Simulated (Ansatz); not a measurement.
Cost and result for the atomization energy of H₄NO₃Si, SMILES `[NH][Si](O)(O)O` radical (9 atoms, 8 bonds).

```xyz
9

N     0.445   -1.662    0.078
Si   -0.038    0.010    0.020
O     1.044    0.836   -0.887
O    -0.027    0.702    1.498
O    -1.550    0.045   -0.584
H    -0.258   -2.268    0.504
H     1.504    0.340   -1.566
H     0.799    1.105    1.771
H    -1.919    0.894   -0.834
```

Charge 0, multiplicity 2. The structure was optimised at the PBE0-D4/def2-TZVP level. It is one conformer, not always the lowest. Program: Ansatz. All runs use 4 threads of an Arm Neoverse V2 on a shared host. Times are those of one run each, without the atoms' runs, and a repeat can differ threefold. Electronic energies, without spin–orbit coupling; frozen cores. CCSD(T)/CBS adds CCSD(T) − MP2 in def2-TZVPP to the MP2 limit, and its time is that of the two runs behind it. T1 = 0.012; ⟨S²⟩ of the reference is 0.76. HSE06 is the plane-wave form, built on full-range PBE exchange.

CCSD(T)/CBS is a level of theory with its own doubt, some kJ/mol a heavy atom from the limit and from the frozen cores, so smaller differences don't rank the functionals.

| level | functions | wall time | atomization (kcal/mol) | difference from CCSD(T)/CBS | per bond |
| --- | --- | --- | --- | --- | --- |
| revPBE-D4/def2-TZVPP | 222 | 4 s | 821.7 | -16.1 | -2.0 |
| PBE-D4/def2-TZVPP (with forces) | 222 | 4.5 s | 848.1 | 10.3 | 1.3 |
| HSE06-D4/def2-TZVPP | 222 | 6.5 s | 824.1 | -13.7 | -1.7 |
| BHLYP-D4/def2-TZVPP | 222 | 7 s | 796.3 | -41.5 | -5.2 |
| PBE-QIDH/def2-TZVPP | 222 | 8.5 s | 818.1 | -19.7 | -2.5 |
| r2SCAN-D4/def2-TZVPP (with forces) | 222 | 9 s | 835.0 | -2.8 | -0.3 |
| B97M-V/def2-TZVPP | 222 | 13 s | 832.5 | -5.3 | -0.7 |
| CCSD(T)/def2-SVP | 94 | 15 s | 748.9 | -88.9 | -11.1 |
| ωB97X-V/def2-TZVPP | 222 | 16 s | 835.1 | -2.7 | -0.3 |
| ωB97M-V/def2-TZVPP (with forces) | 222 | 20 s | 837.0 | -0.8 | -0.1 |
| MP2/def2-QZVPP | 418 | 30 s | 849.9 | 12.1 | 1.5 |
| CCSD(T)/def2-TZVPP | 222 | 22 min | 807.1 | -30.7 | -3.8 |
| CCSD(T)/CBS(def2) | – | 23 min | 837.8 | 0.0 | 0.0 |

At CCSD(T), def2-SVP lies −88.9 kcal/mol from the extrapolated value and def2-TZVPP −30.7 kcal/mol: correlation converges slowly with the basis, and small sets miss more of it in the bonded molecule than in its fragments. From PBE to PBE0 (25 % exact exchange), in def2-TZVPP and without D4, the atomization energy moves by −24.1 kcal/mol: exact exchange takes away binding that semilocal exchange gives to molecules. The D4 term adds +6.9 kcal/mol with B3LYP and +3.6 kcal/mol with PBE0; it sums over pairs of atoms, weighted by their polarisabilities, and B3LYP, whose exchange is more repulsive, gets the larger term.

B3LYP here is the variant with VWN-RPA as its local correlation; programs differ in this.
